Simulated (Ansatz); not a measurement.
System: tribromo(chloro)methane, CBr3Cl (charge 0, singlet). 
Structure (B3LYP-D3(BJ)/def2-TZVP (Ansatz, a program for electronic structure) minimum search):
SMILES: ClC(Br)(Br)Br
```xyz
5

Cl    -1.0768     0.2920     1.7453
C     -0.1586     0.0430     0.2570
Br    -1.2041    -1.0509    -0.9858
Br     0.2307     1.7733    -0.5731
Br     1.5236    -0.8716     0.6672
```

Quantity: vertical electron affinity (to the doublet state of charge -1; a negative value means that the extra electron is unbound and the number depends on the basis; each state is the SCF solution reached for its spin; the molecule has degenerate orbitals, so one determinant may break the symmetry), in eV. Correlated levels leave the core frozen unless marked. Open shells are spin-unrestricted. No spin-orbit coupling. Frozen are the shells of the preceding noble gas and the d and f shells that filled before the atom's block. Non-relativistic. Anions need diffuse functions: def2-D sets add few. CBS(X,Y): correlation extrapolated as X^-3; Hartree-Fock from the larger set. The bracket is a focal-point correction in the basis named.

RI-MP2/CBS(def2-TZVPPD,def2-QZVPPD)+[CCSD(T)-MP2]/def2-TZVPPD (Ansatz) gives 0.84 eV.

Task: Another calculation gave 1.15 eV. Which level was it?
A. PBE/def2-TZVPD (Ansatz)
B. PBE0/def2-TZVPD (Ansatz)
C. wB97M-V/def2-TZVPD (Ansatz)
D. CAM-B3LYP/def2-TZVPD (Ansatz)

Result: A, PBE/def2-TZVPD (Ansatz). The others give 0.90 (CAM-B3LYP), 0.74 (wB97M-V), 1.03 (PBE0) eV.
